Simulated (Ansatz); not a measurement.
Ansatz (an electronic-structure program) input file for CH3AlF2, SMILES [F][Al]([CH3])[F], B3LYP-D3(BJ)/def2-SVP. 

Ansatz 0.2 input:
```yaml
crystal:
  periodic: [false, false, false]
  atoms:
    - {symbol: Al, position_ang: [0.05217767, 0.04023532, 0.00132008]}
    - {symbol: C, position_ang: [-1.51084003, -1.16261000, -0.03835455]}
    - {symbol: H, position_ang: [-1.32161441, -2.03575568, -0.66278432]}
    - {symbol: H, position_ang: [-2.38497899, -0.64423683, -0.42984992]}
    - {symbol: H, position_ang: [-1.74711569, -1.53443400, 0.95855495]}
    - {symbol: F, position_ang: [0.01239678, 1.59389008, -0.55322264]}
    - {symbol: F, position_ang: [1.52542984, -0.40866483, 0.59178327]}
basis:
  gaussian:
    orbitals: def2-SVP
hamiltonian:
  xc: b3lyp
  dispersion: d3bj
relax: {f_tol: 0.002, max_steps: 200}
```

It prints:

```
Functional definition: B3LYP
integrals: 0.02 GiB planned
764 factors; integrals over basis functions are off by at most 3.5e-4 eV
mean field: 0.23 GiB planned
mean field evaluation 1: about -13105.5558 eV, gradient 6.7e1 eV
mean field evaluation 2: about -13096.8061 eV, gradient 9.6e1 eV
mean field evaluation 4: about -13114.2805 eV, gradient 3.6e0 eV
mean field evaluation 8: about -13114.3175 eV, gradient 2.8e-2 eV
mean field -13114.31748510 eV, -481.9422783737 hartree, gradient 7.1e-5 eV, S^2 0.000000; 0 other end points of the search recorded, 0 dependent functions left out
the calculation of the forces begins
reference -13114.31771528 eV, -481.9422868329 hartree; 20, 20 occupied and 55, 55 virtual orbitals, 764 factors
relax step   1: F+E_penalty+E_count = -13114.47960783 eV  Δ(F+E_penalty+E_count) = +0.000e0 eV  max|allowed force component| = 7.254e-1 eV/Å  Δτ_max = 0.0000 Å  (23 SCF iters, accepted)
these checks for a lower state are left out or cut short: starts, cluster_reference, orbital_swaps, neighbouring_geometries, increment
integrals: 0.02 GiB planned
764 factors; integrals over basis functions are off by at most 3.4e-4 eV
mean field: 0.23 GiB planned
mean field evaluation 16: about -13114.3336 eV, gradient 4.0e-3 eV
mean field -13114.34062575 eV, -481.9431287770 hartree, gradient 5.6e-6 eV, S^2 0.000000; 0 other end points of the search recorded, 0 dependent functions left out
the calculation of the forces begins
reference -13114.34085554 eV, -481.9431372216 hartree; 20, 20 occupied and 55, 55 virtual orbitals, 764 factors
relax step   2: F+E_penalty+E_count = -13114.50342741 eV  Δ(F+E_penalty+E_count) = -2.382e-2 eV  max|allowed force component| = 2.872e-1 eV/Å  Δτ_max = 0.0268 Å  (27 SCF iters, accepted)
these checks for a lower state are left out or cut short: starts, cluster_reference, orbital_swaps, neighbouring_geometries, increment
integrals: 0.02 GiB planned
764 factors; integrals over basis functions are off by at most 3.4e-4 eV
mean field: 0.23 GiB planned
mean field -13114.34515036 eV, -481.9432950532 hartree, gradient 6.0e-6 eV, S^2 0.000000; 0 other end points of the search recorded, 0 dependent functions left out
the calculation of the forces begins
reference -13114.34537992 eV, -481.9433034896 hartree; 20, 20 occupied and 55, 55 virtual orbitals, 764 factors
relax step   3: F+E_penalty+E_count = -13114.50825014 eV  Δ(F+E_penalty+E_count) = -4.823e-3 eV  max|allowed force component| = 3.224e-2 eV/Å  Δτ_max = 0.0208 Å  (28 SCF iters, accepted)
these checks for a lower state are left out or cut short: starts, cluster_reference, orbital_swaps, neighbouring_geometries, increment
integrals: 0.02 GiB planned
764 factors; integrals over basis functions are off by at most 3.4e-4 eV
mean field: 0.23 GiB planned
mean field evaluation 32: about -13114.3454 eV, gradient 2.5e-4 eV
mean field -13114.34535166 eV, -481.9433024508 hartree, gradient 1.6e-5 eV, S^2 0.000000; 0 other end points of the search recorded, 0 dependent functions left out
the calculation of the forces begins
reference -13114.34558124 eV, -481.9433108878 hartree; 20, 20 occupied and 55, 55 virtual orbitals, 764 factors
relax step   4: F+E_penalty+E_count = -13114.50843110 eV  Δ(F+E_penalty+E_count) = -1.810e-4 eV  max|allowed force component| = 3.203e-2 eV/Å  Δτ_max = 0.0042 Å  (21 SCF iters, accepted)
these checks for a lower state are left out or cut short: starts, cluster_reference, orbital_swaps, neighbouring_geometries, increment
integrals: 0.02 GiB planned
764 factors; integrals over basis functions are off by at most 3.4e-4 eV
mean field: 0.23 GiB planned
mean field -13114.34533736 eV, -481.9433019256 hartree, gradient 8.3e-6 eV, S^2 0.000000; 0 other end points of the search recorded, 0 dependent functions left out
the calculation of the forces begins
reference -13114.34556698 eV, -481.9433103639 hartree; 20, 20 occupied and 55, 55 virtual orbitals, 764 factors
relax step   5: F+E_penalty+E_count = -13114.50848723 eV  Δ(F+E_penalty+E_count) = -5.613e-5 eV  max|allowed force component| = 1.408e-2 eV/Å  Δτ_max = 0.0076 Å  (22 SCF iters, accepted)
these checks for a lower state are left out or cut short: starts, cluster_reference, orbital_swaps, neighbouring_geometries, increment
integrals: 0.02 GiB planned
764 factors; integrals over basis functions are off by at most 3.4e-4 eV
mean field: 0.23 GiB planned
mean field -13114.34541217 eV, -481.9433046747 hartree, gradient 6.1e-5 eV, S^2 0.000000; 0 other end points of the search recorded, 0 dependent functions left out
the calculation of the forces begins
reference -13114.34564179 eV, -481.9433131129 hartree; 20, 20 occupied and 55, 55 virtual orbitals, 764 factors
relax step   6: F+E_penalty+E_count = -13114.50850823 eV  Δ(F+E_penalty+E_count) = -2.100e-5 eV  max|allowed force component| = 7.748e-3 eV/Å  Δτ_max = 0.0030 Å  (18 SCF iters, accepted)
these checks for a lower state are left out or cut short: starts, cluster_reference, orbital_swaps, neighbouring_geometries, increment
integrals: 0.02 GiB planned
764 factors; integrals over basis functions are off by at most 3.4e-4 eV
mean field: 0.23 GiB planned
mean field -13114.34540761 eV, -481.9433045070 hartree, gradient 2.3e-5 eV, S^2 0.000000; 0 other end points of the search recorded, 0 dependent functions left out
the calculation of the forces begins
reference -13114.34563723 eV, -481.9433129454 hartree; 20, 20 occupied and 55, 55 virtual orbitals, 764 factors
relax step   7: F+E_penalty+E_count = -13114.50851140 eV  Δ(F+E_penalty+E_count) = -3.169e-6 eV  max|allowed force component| = 5.800e-4 eV/Å  Δτ_max = 0.0008 Å  (17 SCF iters, accepted)
integrals: 0.02 GiB planned
764 factors; integrals over basis functions are off by at most 3.4e-4 eV
mean field: 0.23 GiB planned
mean field -13114.34540761 eV, -481.9433045070 hartree, gradient 2.3e-5 eV, S^2 0.000000; 1 other end points of the search recorded, 0 dependent functions left out
the calculation of the forces begins
reference -13114.34563723 eV, -481.9433129454 hartree; 20, 20 occupied and 55, 55 virtual orbitals, 764 factors
Total energy: -13114.50874102 eV, -481.9493068991 hartree
Atom 0 at     0.036316     0.034665    -0.000658 Å, force    -0.000580     0.000226     0.000144 eV/Å
Atom 1 at    -1.494889    -1.141966    -0.039201 Å, force     0.000249    -0.000178    -0.000142 eV/Å
Atom 2 at    -1.287529    -2.022323    -0.670436 Å, force    -0.000211    -0.000019     0.000033 eV/Å
Atom 3 at    -2.392383    -0.640089    -0.431785 Å, force     0.000293     0.000049     0.000091 eV/Å
Atom 4 at    -1.720899    -1.518594     0.972211 Å, force     0.000009    -0.000123     0.000030 eV/Å
Atom 5 at    -0.018280     1.595696    -0.565455 Å, force     0.000215     0.000137    -0.000157 eV/Å
Atom 6 at     1.503120    -0.458966     0.602771 Å, force     0.000025    -0.000092     0.000000 eV/Å
Dipole moment:    -0.371291    -0.287388    -0.008567 e Å
```

The run converged.

Cost: about 25 core-seconds (a rough figure).
